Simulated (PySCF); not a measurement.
A geometry optimisation on `C[Si](C)(C)c1ccccn1`.

Method: PBE0-D3(BJ)/def2-SVP geometry optimisation, gas phase (PySCF 2.14.0). Start geometry: GFN2-xTB. The input is one job of a driver script: a line of settings, then coordinates in Å.

Command:
```bash
OMP_NUM_THREADS=1 python probes_run.py task.json out
```

Input:
```
{"job": {"xc": "PBE0", "basis": "def2-SVP", "d3": "d3bj", "grid": 1, "shake": 0.01, "kind": "geom"}, "charge": 0, "multiplicity": 1}
C     -2.088800    -1.160270    -1.002770
Si    -1.204670     0.183950     0.010140
C     -1.761630     0.110590     1.833120
C     -1.499560     1.938020    -0.688400
C      0.669340    -0.174400    -0.065790
C      1.646780     0.820240     0.066010
C      2.996980     0.455800     0.039300
C      3.328440    -0.874550    -0.120170
C      2.271360    -1.785150    -0.212700
N      0.996390    -1.453140    -0.190830
H     -1.741110    -2.125720    -0.757120
H     -1.963920    -0.980970    -2.065910
H     -3.204830    -1.113310    -0.817450
H     -2.827660     0.272700     1.950730
H     -1.243150     0.856260     2.440840
H     -1.507830    -0.842530     2.278080
H     -2.596780     2.132060    -0.775960
H     -1.104850     2.065780    -1.665500
H     -1.125000     2.702000    -0.040540
H      1.334500     1.854990     0.190690
H      3.746350     1.206210     0.127430
H      4.348760    -1.227830    -0.152820
H      2.478580    -2.837200    -0.377540
```

Output:
```
step   0  E = -656.05269305  max force = 0.039421
step   1  E = -656.06039306  max force = 0.008435
step   2  E = -656.06088023  max force = 0.002836
step   3  E = -656.06081349  max force = 0.006396
step   4  E = -656.06112898  max force = 0.002367
step   5  E = -656.06121651  max force = 0.002121
step   6  E = -656.06135941  max force = 0.002301
step   7  E = -656.06152186  max force = 0.001185
step   8  E = -656.06163060  max force = 0.000676
step   9  E = -656.06165203  max force = 0.000634
step  10  E = -656.06167648  max force = 0.000312
step  11  E = -656.06169006  max force = 0.000225
optimisation converged
```

Energies in Eh; «max force» is the largest Cartesian gradient component in Eh/bohr.

Question: Give the first gradient maximum in eV/Å.

Answer: With 1 Eh/bohr = 51.422 eV/Å, 2.027 eV/Å.

Question: At which steps does the energy rise by more than 1e-5 Eh?

Answer: At step 3 (+0.07 mEh).

Summary of the converged run: final energy -656.06169 Eh after 11 steps; dipole 1.72 D.

Hardware: one thread, Intel Xeon Platinum 8488C (x86_64), shared host with 96 logical CPUs at a one-minute load of 46. Cost: 4.6 min of wall time, 0.93 GiB resident at most.
Labels such as C1 count atoms from 1, the log's own numbers from 0.
